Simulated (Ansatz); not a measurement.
The lowest singlet and triplet of C3H2 (SMILES [C]=C=C); geometries from B3LYP-D3(BJ)/def2-TZVP, each state relaxed from the structure named, with no frequency check.
Singlet (charge 0, multiplicity 1):
```xyz
5

C      1.47442    -0.02101    -0.14116
C      0.20015    -0.00285    -0.01916
C     -1.11399     0.01587     0.10666
H     -1.68816     0.92700    -0.04051
H     -1.67531    -0.87907     0.36254
```
Triplet (charge 0, multiplicity 3):
```csv
atom,x (Å),y (Å),z (Å)
C,1.4667,-0.1469,-0.1284
C,0.2105,0.1111,-0.0517
C,-1.1204,0.0329,0.1180
H,-1.7382,0.9102,-0.0330
H,-1.6025,-0.8931,0.4053
```

A positive gap puts the triplet lower; no zero-point energy. R- takes a restricted singlet. U- takes an unrestricted singlet (broken symmetry where lower, unprojected). The triplet is unrestricted in single-reference levels.

Codes used: Ansatz (Gaussian basis) for Hartree–Fock, density functionals and correlated methods. 

**Question.** One of these levels gives -84.8 kJ/mol for the gap E(singlet) − E(triplet), adiabatic. Which?
A. U-PBE/def2-TZVPP
B. R-r2SCAN/def2-TZVPP
C. R-SVWN5/def2-TZVPP

**Answer.** B, R-r2SCAN/def2-TZVPP. The others give -118.6 (R-SVWN5/def2-TZVPP), -108.7 (U-PBE/def2-TZVPP)

Doubts at one or more of the structures used: a restricted determinant that unrestricted orbitals would lower (R-r2SCAN/def2-TZVPP).

Ansatz is a program for electronic structure.
